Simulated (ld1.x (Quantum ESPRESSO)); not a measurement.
**Ranking TM potentials for molybdenum**

All share these settings but for the change named:

* Element: Mo (Z = 42)
* Generator: ld1.x (Quantum ESPRESSO) 7.5
* Type: norm-conserving Troullier–Martins (Kleinman–Bylander form)
* Functional: BLYP
* Relativity: scalar-relativistic
* Frozen core: [Ar] 3d10
* Valence charge: 14
* Reference configuration: 4s2 4p6 4d6 5s0 5p0
* Partial waves: 4s (bound): rc 1.25 bohr; 4p (bound): rc 1.75 bohr; 4d (bound): rc 1.50 bohr; 4f channel at 0.05 Ry: rc 1.40 bohr
* Local potential: all-electron potential smoothed inside 1.10 bohr (lloc = -2)
* Core correction: a·sin(br)/r model core inside 1.00 bohr

Test errors are all-electron minus pseudo excitation energies from the reference, over 4s2 4p6 4d5 5s1 5p0; 4s2 4p6 4d5 5s0 5p0; 4s2 4p6 4d4 5s0 5p0; 4s2 4p6 4d4 5s1 5p0; 4s1 4p6 4d5 5s1 5p0; 4s2 4p6 4d4 5s1 5p1; 4s2 4p6 4d2 5s0 5p0. None of these files shows a bound ghost.

The base gives 306.3 meV.

Of 7 variants that were run, those that failed, showed a ghost or another fault, or gave nearly equal values are left out.

A variant can come out equal or close to the base, since the largest error may sit in a test that the change hardly touches while other tests move.

Problem. Rank these variants by their largest absolute test error, smallest first.
A. wave 4f channel at 0.05 Ry: rc 1.40 bohr becomes 4f channel at 0.05 Ry: rc 1.22 bohr
B. all radii but the core radius scaled by about 0.93 (s 1.16, p 1.64, d 1.40, f 1.30 bohr); local potential all-electron potential smoothed inside 1.02 bohr (lloc = -2)
C. wave 4s (bound): rc 1.25 bohr becomes 4s (bound): rc 1.18 bohr

Solution. C (270.0 meV), A (306.3 meV), B (352.3 meV).
